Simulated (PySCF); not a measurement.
**`C=C=CCOC(F)F`: 4 charge schemes on one density**

C₅H₆F₂O.
Numbering: `[CH2:1]=[C:2]=[CH:3][CH2:4][O:5][CH:6]([F:7])[F:8]` (hydrogens: H9, H10 on C1; H11 on C3; H12, H13 on C4; H14 on C6)

Structure used (GFN2-xTB), in Å, numbered top down from 1:
```xyz
14
C5H6F2O angstrom
C      2.522   -0.607    0.495
C      1.503    0.188    0.487
C      0.487    0.997    0.452
C     -0.492    1.052   -0.689
O     -1.782    0.550   -0.308
C     -1.827   -0.776   -0.097
F     -2.921   -1.067    0.620
F     -1.955   -1.466   -1.269
H      3.482   -0.302    0.111
H      2.461   -1.605    0.899
H      0.272    1.649    1.287
H     -0.118    0.493   -1.555
H     -0.690    2.086   -0.977
H     -0.941   -1.194    0.421
```

Density: PBE0/pcSseg-1 (PySCF); schemes: Mulliken, IAO, Hirshfeld and ESP-fitted. The structure is a single GFN2-xTB conformer in the gas phase; no vibrational or solvent corrections.

Q: Give the atomic charges in each scheme.

A: In e; atoms taken as equivalent share a row and are averaged (×n: the atom named and its like, n in all):

```json
{"atom": "C1", "environment": "outer carbon of cumulated double bonds", "Mulliken": "-0.140", "IAO": "-0.358", "Hirshfeld": "-0.106", "ESP-fitted": "-0.514"}
{"atom": "C2", "environment": "central carbon of cumulated double bonds", "Mulliken": "-0.122", "IAO": "+0.041", "Hirshfeld": "+0.014", "ESP-fitted": "+0.124"}
{"atom": "C3", "environment": "outer carbon of cumulated double bonds", "Mulliken": "-0.266", "IAO": "-0.227", "Hirshfeld": "-0.067", "ESP-fitted": "-0.358"}
{"atom": "C4", "environment": "sp3 carbon bound to oxygen", "Mulliken": "+0.089", "IAO": "-0.061", "Hirshfeld": "+0.016", "ESP-fitted": "+0.159"}
{"atom": "O5", "environment": "ether oxygen", "Mulliken": "-0.474", "IAO": "-0.369", "Hirshfeld": "-0.143", "ESP-fitted": "-0.363"}
{"atom": "C6", "environment": "CHF2 carbon", "Mulliken": "+0.687", "IAO": "+0.609", "Hirshfeld": "+0.195", "ESP-fitted": "+0.527"}
{"atom": "F7/F8", "environment": "fluorine of a CF2 group", "Mulliken": "-0.295", "IAO": "-0.306", "Hirshfeld": "-0.119", "ESP-fitted": "-0.232"}
{"atom": "H9/H10", "environment": "hydrogen on C1", "Mulliken": "+0.157", "IAO": "+0.179", "Hirshfeld": "+0.065", "ESP-fitted": "+0.228"}
{"atom": "H11", "environment": "hydrogen on C3", "Mulliken": "+0.146", "IAO": "+0.175", "Hirshfeld": "+0.059", "ESP-fitted": "+0.199"}
{"atom": "H12/H13", "environment": "methylene hydrogen", "Mulliken": "+0.137", "IAO": "+0.161", "Hirshfeld": "+0.053", "ESP-fitted": "+0.084"}
{"atom": "H14", "environment": "methine hydrogen", "Mulliken": "+0.083", "IAO": "+0.122", "Hirshfeld": "+0.035", "ESP-fitted": "+0.064"}
```

Mean size of the charges over all atoms: ESP-fitted 0.243 e, IAO 0.233 e, Mulliken 0.228 e, Hirshfeld 0.079 e. Each set sums to the total charge, 0, to within 0.001 e. The IAO scheme projects the occupied orbitals on a minimal set of polarised atomic orbitals and counts the electrons in each atom's part of it. The Hirshfeld scheme divides the density at each point in proportion to the densities of the neutral, spherically averaged free atoms.

Some averages cover members that differ in this geometry: F7/F8, IAO -0.324 to -0.289; F7/F8, Mulliken -0.313 to -0.278; H12/H13, ESP-fitted +0.069 to +0.100; H12/H13, IAO +0.148 to +0.174 e.

Lowest charge. The schemes don't all agree: Mulliken O5 (-0.474); IAO O5 (-0.369); Hirshfeld O5 (-0.143); ESP-fitted C1 (-0.514).

Highest charge. All schemes agree: Mulliken C6 (+0.687); IAO C6 (+0.609); Hirshfeld C6 (+0.195); ESP-fitted C6 (+0.527).

Q: How many electrons does the IAO scheme count on C4?

A: Z − q = 6 − (-0.061) = 6.061.

Q: How closely do the schemes follow one another over all atoms?

A: Correlation coefficient and root-mean-square difference: IAO with Hirshfeld 0.99, 0.181 e; Mulliken with Hirshfeld 0.96, 0.193 e; Mulliken with IAO 0.94, 0.093 e; Hirshfeld with ESP-fitted 0.94, 0.197 e; IAO with ESP-fitted 0.94, 0.098 e; Mulliken with ESP-fitted 0.87, 0.141 e.
